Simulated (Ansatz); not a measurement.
PBE exchange is replaced step by step with exact exchange (0 % is PBE, 25 % PBE0; no dispersion term), basis def2-TZVP, Ansatz. System: the cluster Hf₂B₂ (the lowest singlet isomer of a short search). Charge 0, multiplicity 1. Geometry: r2SCAN-D4/def2-TZVP.

Geometry of the singlet:

```xyz
4

Hf   -1.0450   -0.6185   -0.9132
Hf    1.4037   -0.5302   -0.2393
B    -0.0514    1.1575    0.0349
B    -0.3073   -0.0088    1.1176
```

In the def2 sets Hf takes a core potential; there is no spin–orbit coupling. At PBE-D4/def2-TZVP, PBE0-D4/def2-TZVP the restricted singlet is unstable: a solution with broken spin symmetry lies lower. The restricted singlet is unstable towards broken spin symmetry at other levels; at PBE with 5 % exact exchange/def2-TZVP, PBE with 10 % exact exchange/def2-TZVP, PBE with 15 % exact exchange/def2-TZVP, PBE with 35 % exact exchange/def2-TZVP and others this wasn't settled. The geometry of the singlet was relaxed on an unsound state (restricted singlet, unstable towards broken spin symmetry). The order of the spin states hangs on the level: the triplet lies 0.09 eV below the singlet at PBE with 35 % exact exchange/def2-TZVP, but 0.08 eV above it at PBE-D4/def2-TZVP. The singlet is doubtful at PBE with 35 % exact exchange/def2-TZVP (restricted singlet, unstable towards broken spin symmetry at other levels and untested here). The singlet is doubtful at PBE-D4/def2-TZVP (restricted singlet, unstable towards broken spin symmetry). The structure comes from a short search, and lower isomers may exist.

```tsv
exact exchange (%)	HOMO (eV)	LUMO (eV)	gap (eV)
0	-3.51	-3.06	0.45
5	-3.64	-2.89	0.75
10	-3.78	-2.73	1.05
15	-3.92	-2.56	1.36
25	-4.20	-2.23	1.97
35	-4.48	-1.98	2.50
50	-4.91	-1.67	3.24
```
